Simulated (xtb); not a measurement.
xtb was given this input:
```
$ xtb mol.xyz --gfn 2 --uhf 1 --opt vtight --json

# file mol.xyz
4

Te     0.40452305     0.11608920     0.56013774
Cl     2.18936657     0.04302162    -1.04329357
Cl    -1.60315053    -0.87387719     1.62997222
Cl    -1.03179771     0.73911037    -1.21382365
```

Problem. What is the computed dipole moment (GFN2-xTB in xtb)?

Solution. 1.37 D

Problem. Give the total energy at the end of the optimisation at the level GFN2-xTB.

Solution. -16.7977 Eh
